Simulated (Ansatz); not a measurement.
`C[CH](C)[Ga]([Br])[N](C)C`, relaxed with RKS PBE0-D4/def2-TZVP in Ansatz from a GFN2-xTB geometry. The force threshold is 0.005 eV/Å; the program also tests the step.

Total charge 0; spin multiplicity 1.

Start:

```xyz
21

C     0.010    0.497   -2.912
C     0.168   -0.360   -1.661
C    -0.752   -1.580   -1.697
Ga   -0.258    0.828    0.001
Br   -1.484    2.764   -0.237
N     0.219    0.438    1.753
C    -0.100    1.232    2.925
C     0.993   -0.746    2.071
H     0.183   -0.100   -3.809
H     0.721    1.327   -2.911
H    -0.999    0.914   -2.976
H     1.208   -0.701   -1.580
H    -1.794   -1.274   -1.808
H    -0.494   -2.220   -2.542
H    -0.662   -2.168   -0.781
H    -0.696    0.652    3.641
H     0.813    1.567    3.434
H    -0.675    2.114    2.631
H     1.945   -0.480    2.549
H     1.208   -1.300    1.153
H     0.443   -1.405    2.755
```

Task: How much energy does the relaxation release, and in how many steps? (Best estimate.)

Result: Computed: 2.85 kcal/mol, in 34 steps, 2 of them rejected.

Task: Which bonds change most? (Best estimate.)

Result: The calculation gave: C2–Ga4 from 2.087 to 1.973 Å; Ga4–N6 from 1.857 to 1.814 Å; N6–C7 from 1.451 to 1.440 Å; Ga4–Br5 from 2.304 to 2.315 Å.

Task: Give the relaxed structure. (An estimate is asked.)

Result: Ansatz gave: 
```xyz
21

C     0.407    0.388   -2.649
C    -0.037   -0.545   -1.527
C    -1.222   -1.404   -1.959
Ga   -0.492    0.491    0.089
Br   -2.221    2.021   -0.076
N     0.270    0.415    1.734
C    -0.127    1.212    2.865
C     1.361   -0.480    2.024
H     0.639   -0.185   -3.554
H     1.299    0.963   -2.386
H    -0.381    1.101   -2.909
H     0.798   -1.200   -1.257
H    -2.099   -0.789   -2.181
H    -0.977   -1.964   -2.869
H    -1.512   -2.130   -1.195
H    -0.452    0.581    3.705
H     0.704    1.834    3.227
H    -0.953    1.874    2.601
H     2.257    0.068    2.349
H     1.634   -1.066    1.143
H     1.103   -1.186    2.826
```
